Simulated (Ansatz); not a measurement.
C₃H₇ (SMILES [CH2-]CC), charge -1, singlet, at a GFN2-xTB geometry (a gas-phase anion, which may not be bound at this level). Base run: Ansatz (a first-principles code) with MP2/6-311G**.

Input for Ansatz:
Ansatz 0.2 input:
```yaml
crystal:
  periodic: [false, false, false]
  atoms:
    - {symbol: C, position_ang: [0.00186015, 0.10449024, 0.56640373]}
    - {symbol: C, position_ang: [-0.00172720, 1.41771511, -0.19203030]}
    - {symbol: C, position_ang: [0.00006446, -1.22825686, -0.25191409]}
    - {symbol: H, position_ang: [-0.88084995, 0.06118922, 1.22991746]}
    - {symbol: H, position_ang: [0.88915671, 0.06252487, 1.22385812]}
    - {symbol: H, position_ang: [0.00293214, -2.12288703, 0.38856881]}
    - {symbol: H, position_ang: [0.88547984, 1.38891864, -0.89834554]}
    - {symbol: H, position_ang: [-0.89370483, 1.38757606, -0.89225478]}
    - {symbol: H, position_ang: [-0.88482823, -1.27117245, -0.89022816]}
    - {symbol: H, position_ang: [0.88062988, -1.26984023, -0.89627193]}
basis:
  gaussian:
    orbitals: 6-311G__.json
total_charge: -1
magnetization: {spin_polarized: false}
correlation: {method: mp2}
```
The basis file holds 6-311G** in the JSON format of the Basis Set Exchange.

Each row names what was changed in the base input (with any setting that the change needs).

```tsv
change	basis functions	E (Eh)	MP2 correlation (Eh)
base	96	-118.06680	-0.48000
basis = STO-3G	22	-116.15515	-0.14587
basis = 3-21G	41	-117.16197	-0.27754
basis = def2-SV(P)	[?]	[?]	[?]
basis = 6-31+G*	71	-117.98459	-0.41658
basis = def2-SVP	77	-117.92060	-0.45025
basis = pcseg-1	77	-117.97994	-0.45111
basis = 6-31G**	80	-118.00325	-0.45026
basis = 6-311++G**	[?]	[?]	[?]
basis = aug-cc-pVDZ	[?]	[?]	[?]
basis = def2-TZVP	135	-118.14391	-0.53681
basis = cc-pVTZ	188	[?]	[?]
basis = pcseg-2	188	-118.15770	-0.55282
```

Question: Fill in the missing entries.

Answer: 
- basis = def2-SV(P), basis functions: 56
- basis = def2-SV(P), E (Eh): -117.84498
- basis = def2-SV(P), MP2 correlation (Eh): -0.39409
- basis = 6-311++G**, basis functions: 115
- basis = 6-311++G**, E (Eh): -118.08792
- basis = 6-311++G**, MP2 correlation (Eh): -0.48754
- basis = aug-cc-pVDZ, basis functions: 132
- basis = aug-cc-pVDZ, E (Eh): -118.06651
- basis = aug-cc-pVDZ, MP2 correlation (Eh): -0.48291
- basis = cc-pVTZ, E (Eh): -118.16143
- basis = cc-pVTZ, MP2 correlation (Eh): -0.55809

Totals compare only among sets that treat the same electrons; sets with core potentials leave the core out.

A gas-phase anion may not be bound at this level; its values then depend on the basis.
